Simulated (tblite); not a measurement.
Species: C₅H₅F₂NO₂.
Structure used (GFN2-xTB), in Å, numbered top down from 1:
```
atom  x, y, z in Å
C1    -0.4162    0.6416   -1.4219
C2     0.2186   -0.1186   -0.2903
O3    -0.2493    0.1727    1.0125
C4    -1.5704    0.0936    1.2504
F5    -2.1470   -0.9985    0.7166
F6    -2.2504    1.1444    0.7179
O7     0.5811   -1.4340   -0.4929
C8     1.6432   -0.5209   -0.3144
C9     2.3949   -0.5943    0.9025
N10    3.0099   -0.6388    1.8638
H11   -1.4509    0.3272   -1.5482
H12   -0.3917    1.7082   -1.2100
H13    0.1208    0.4355   -2.3438
H14   -1.7322    0.1014    2.3387
H15    2.2353   -0.3116   -1.2030
```

Method: GFN2-xTB as coded in tblite; computed harmonic values from a numerical Hessian at the method's own geometry, unscaled. This tight-binding method is rough: wavenumbers can miss measured ones by several per cent, in bad cases by 10 to 20. One conformer, not necessarily the lowest.

Harmonic wavenumbers (cm⁻¹): 33.3, 89.6, 102.3, 135.9, 168.8, 203.6, 301.7, 327.9, 382.4, 395.8, 481.1, 541.9, 562.6, 593.8, 709.2, 779.9, 868.6, 947.3, 981.0, 986.5, 1010.2, 1038.2, 1078.4, 1111.6, 1130.6, 1173.1, 1242.6, 1243.9, 1283.6, 1396.9, 1438.8, 1457.1, 1470.4, 2409.1, 2935.8, 2987.5, 3031.5, 3043.2, 3053.3.

A = 2410, B = 913.1, C = 820.8 MHz; mass 149.029 u (most abundant isotopes); point group C1, symmetry number 1.

Q: What is the zero-point energy?

A: ½Σν̃ = 21564 cm⁻¹ = 257.97 kJ/mol.

Q: What is S at 273.15 K and 1 bar for an ideal gas of classical rigid rotors and harmonic oscillators?

A: Translation 169.45, rotation 122.61, vibration 109.67: S = 401.7 J/(mol K).

Q: And Cp and H(273.15 K) − H(0)?

A: Cp = 142.69 J/(mol K), of which vibrations give 109.43 (their classical limit is 39 R = 324.3); H(273.15 K) − H(0) = 24.65 kJ/mol without the zero-point energy, 15.57 from vibrations.

Q: How do the functions run with temperature in this model?

A: 
```json
{"T (K)": "150", "S (J/(mol K))": "331.1", "Cp (J/(mol K))": "97.4", "H − H(0) (kJ/mol)": "9.86", "G − H(0) (kJ/mol)": "-39.80", "ln q(vib)": "3.18"}
{"T (K)": "250", "S (J/(mol K))": "389.5", "Cp (J/(mol K))": "134.2", "H − H(0) (kJ/mol)": "21.45", "G − H(0) (kJ/mol)": "-75.92", "ln q(vib)": "5.75"}
{"T (K)": "298.15", "S (J/(mol K))": "414.6", "Cp (J/(mol K))": "151.7", "H − H(0) (kJ/mol)": "28.33", "G − H(0) (kJ/mol)": "-95.28", "ln q(vib)": "6.96"}
{"T (K)": "400", "S (J/(mol K))": "464.1", "Cp (J/(mol K))": "185.7", "H − H(0) (kJ/mol)": "45.56", "G − H(0) (kJ/mol)": "-140.07", "ln q(vib)": "9.46"}
{"T (K)": "600", "S (J/(mol K))": "549.5", "Cp (J/(mol K))": "235.0", "H − H(0) (kJ/mol)": "88.01", "G − H(0) (kJ/mol)": "-241.66", "ln q(vib)": "14.17"}
{"T (K)": "900", "S (J/(mol K))": "653.8", "Cp (J/(mol K))": "278.4", "H − H(0) (kJ/mol)": "165.66", "G − H(0) (kJ/mol)": "-422.77", "ln q(vib)": "20.60"}
```

q(vib) and H(0) count from the zero-point level.

Q: What must be added to the electronic energy to get the Gibbs energy at 273.15 K and 1 bar?

A: ZPE + [H(273.15 K) − H(0)] − T·S = 257.97 + 24.65 − 109.73 = 172.89 kJ/mol.

Hindered rotation and anharmonicity are outside this model. Other conformers, if any are populated, would add a mixing term that is left out. The structure is chiral; the term R ln 2 for an equal mix with its mirror image is left out.
